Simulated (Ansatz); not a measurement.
Geometry optimisation, DFT PBE, scalar-relativistic, plane waves, PAW in Ansatz.

The input (input.yaml):

```yaml
crystal:
  lattice:
    - [0.0, 5.43, 5.43]
    - [5.43, 0.0, 5.43]
    - [5.43, 5.43, 0.0]
  atoms:
    - { symbol: Si, position: [0.0, 0.0, 0.0] }
    - { symbol: Si, position: [0.125, 0.125, 0.125] }
    - { symbol: Si, position: [0.0, 0.0, 0.5] }
    - { symbol: Si, position: [0.125, 0.125, 0.625] }
    - { symbol: Si, position: [0.0, 0.5, 0.0] }
    - { symbol: Si, position: [0.125, 0.625, 0.125] }
    - { symbol: Si, position: [0.0, 0.5, 0.5] }
    - { symbol: Si, position: [0.125, 0.625, 0.625] }
    - { symbol: Si, position: [0.5, 0.0, 0.0] }
    - { symbol: Si, position: [0.625, 0.125, 0.125] }
    - { symbol: Si, position: [0.5, 0.0, 0.5] }
    - { symbol: Si, position: [0.625, 0.125, 0.625] }
    - { symbol: Si, position: [0.5, 0.5, 0.0] }
    - { symbol: Si, position: [0.625, 0.625, 0.125] }
    - { symbol: Si, position: [0.5, 0.5, 0.5] }
    - { symbol: Si, position: [0.625, 0.625, 0.625] }
    - { symbol: Si, position: [0.37825829, 0.3880661, 0.3644709] }
basis:
  ecutwfc: 420.0
kpoints:
  mp_grid: { grid: [2, 2, 2] }
hamiltonian:
  xc: pbe
  pseudopotentials: { kind: paw, azcp: { folder: soft_1 } }
scf:
  occupations: { method: gaussian, width: 0.02 }
  lower_state_search: "off"
relax:
  f_tol: 0.03
  max_steps: 60
  adjacent_minimum: "off"
```

Run as:

```bash
$ ansatz run input.yaml --threads 1 --pin off --max-ram 3072MiB --backend cpu --events-out ev --progress --plain --runs-dir out
```

Question: Where does it end, and by what steps?

Answer: The forces met the threshold. The force dipped under the threshold on the way, but the program's further checks kept it going. After 3 steps the energy has fallen by 0.165 eV; Si17 moved furthest, 0.09 Å.

```tsv
step	energy less start (eV)	largest force component (eV/Å)	accepted
0	0.0000	0.855	yes
1	-0.1412	0.376	yes
2	-0.1652	0.029	yes
3	-0.1652	0.029	yes
```

```xyz
17
Lattice="0.0000 5.4300 5.4300 5.4300 0.0000 5.4300 5.4300 5.4300 0.0000" Properties=species:S:1:pos:R:3
Si 0.003 0.001 0.007
Si 1.357 1.357 1.358
Si 2.713 2.711 0.007
Si 4.074 4.070 1.328
Si 2.709 0.004 2.713
Si 4.071 1.322 4.077
Si 5.454 2.690 2.697
Si 6.821 4.073 4.076
Si 0.005 2.709 2.714
Si 1.324 4.068 4.078
Si 2.696 5.447 2.701
Si 4.075 6.819 4.078
Si 2.690 2.688 5.460
Si 4.072 4.071 6.827
Si 5.456 5.453 5.460
Si 6.791 6.783 6.798
Si 4.076 4.067 4.084
```

Run time: 12 s on 1 thread of Intel(R) Xeon(R) Platinum 8488C (Sapphire Rapids) (shared host), peak memory 0.54 GiB.
